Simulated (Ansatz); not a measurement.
Two structures of SiH3Cl3, closed shell, reached by relaxing down either side of one saddle point (PBE0-D4/def2-TZVP). Energies are electronic, without zero-point energy. Program: Ansatz 0.2.0. Basis: def2-TZVPP and def2-QZVPP. Cores are frozen in the correlated methods. Extrapolation: Hartree–Fock as exp(−7.88 √X), correlation as X^−2.97. First:

```xyz
7
angstrom
Si -0.4103 0.2702 -1.0636
Cl 1.6043 0.5161 -1.0232
Cl -0.8664 -1.6682 -0.6715
Cl -1.2702 1.4666 0.3330
H -0.9185 0.6318 -2.3939
H 1.2499 -0.7321 2.2616
H 0.6112 -0.4844 2.5575
```

Second:

```
7
angstrom
Si -0.8548 0.3700 0.1192
Cl 2.8152 -0.1555 -0.2761
Cl -0.5781 -1.6510 -0.1333
Cl -2.8458 0.7430 0.3496
H -0.3796 1.0524 -1.0972
H 1.9910 -1.1387 -0.3075
H -0.1479 0.7797 1.3453
```

Question: Which bonds change from the first to the second?

Answer: SiHCl₃ ([Cl][SiH]([Cl])[Cl]) + H₂ → SiH₂Cl₂ ([Cl][SiH2][Cl]) + HCl; bonds formed: Si1–H7, Cl2–H6; bonds broken: Si1–Cl2, H6–H7.

Question: Give the saddle point's structure and its height above each. (To be estimated.)

Answer: By the calculation: 57.40 kcal/mol above the first and 40.76 kcal/mol above the second (CCSD(T) at an estimated basis limit (MP2 extrapolated from triple and quadruple zeta, plus CCSD(T) − MP2 in triple zeta)).
```json
{"atom": "Si1", "x (Å)": "-0.3632", "y (Å)": "0.1017", "z (Å)": "-0.2407"}
{"atom": "Cl2", "x (Å)": "2.0094", "y (Å)": "-0.3063", "z (Å)": "-0.6258"}
{"atom": "Cl3", "x (Å)": "-0.9249", "y (Å)": "-1.7989", "z (Å)": "-0.6269"}
{"atom": "Cl4", "x (Å)": "-1.9432", "y (Å)": "0.9451", "z (Å)": "0.8099"}
{"atom": "H5", "x (Å)": "-0.2443", "y (Å)": "1.0553", "z (Å)": "-1.3441"}
{"atom": "H6", "x (Å)": "1.1151", "y (Å)": "-0.0782", "z (Å)": "0.7618"}
{"atom": "H7", "x (Å)": "0.3511", "y (Å)": "0.0813", "z (Å)": "1.2657"}
```

No T1 diagnostic of these runs exceeds 0.011.

Labels in which every atom is bracketed show which atoms are joined, not bond orders.

For scale, one of the runs: CCSD(T)/def2-TZVPP, 210 basis functions, launched by `ansatz run in.yaml --threads 4 --pin off --events-out ev --progress --plain --max-ram 9574MiB`. The run took 47 s on 4 CPU threads of an Arm Neoverse V2 (shared host), with 2.5 GiB of host memory at its peak.
